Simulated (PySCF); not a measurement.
**The third ionisation energy along the 4p block**

Calculated with PySCF 2.14 from differences of total energies of unrestricted determinants, without spin-orbit coupling. Values in eV. The last column holds reference values (NIST; (s) semi-empirical, (t) theoretical, else measured). Unmarked ones compare directly (S terms, centres of terms, or small fine structure); those marked * lie between the lowest fine-structure levels and include a spin-orbit shift.

| element | configurations | UHF | SCS-MP2 (valence) | CCSD(T) (valence) | PBE0 | LDA | PBE | reference |
| --- | --- | --- | --- | --- | --- | --- | --- | --- |
| Ga (aug-cc-pVDZ-DK, spin-free X2C) | [Ar] 3d10 4s1 → [Ar] 3d10 | 29.695 | n/a | n/a | 31.155 | 31.820 | 31.505 | 30.726 |
| Ge (aug-cc-pVDZ-DK, spin-free X2C) | [Ar] 3d10 4s2 → [Ar] 3d10 4s1 | 32.267 | 33.106 | 33.302 | 34.094 | 34.849 | 34.444 | 34.058 |
| As (aug-cc-pVDZ-DK, spin-free X2C) | [Ar] 3d10 4s2 4p1 → [Ar] 3d10 4s2 | 27.474 | 27.608 | 27.716 | 28.154 | 28.270 | 28.133 | 28.349 ± 0.012 * |
| Se (aug-cc-pVDZ-DK, spin-free X2C) | [Ar] 3d10 4s2 4p2 → [Ar] 3d10 4s2 4p1 | 30.976 | 31.167 | 31.266 | 31.649 | 31.760 | 31.599 | 31.697 ± 0.019 * |
| Br (aug-cc-pVDZ-DK, spin-free X2C) | [Ar] 3d10 4s2 4p3 → [Ar] 3d10 4s2 4p2 | 34.624 | 34.847 | 34.924 | 35.238 | 35.308 | 35.140 | 34.871 ± 0.019 * |
| Kr (aug-cc-pVDZ-DK, spin-free X2C) | [Ar] 3d10 4s2 4p4 → [Ar] 3d10 4s2 4p3 | 34.230 | 34.664 | 34.687 | 35.479 | 35.783 | 35.475 | 35.838 ± 0.02 * |

"Valence" correlates the outer s and p shells and, in groups 3 to 12 and the f block, the outer d or f shell, open or full, or the next shell where the ion has no valence electron left; the wider scheme adds the next inner shell.
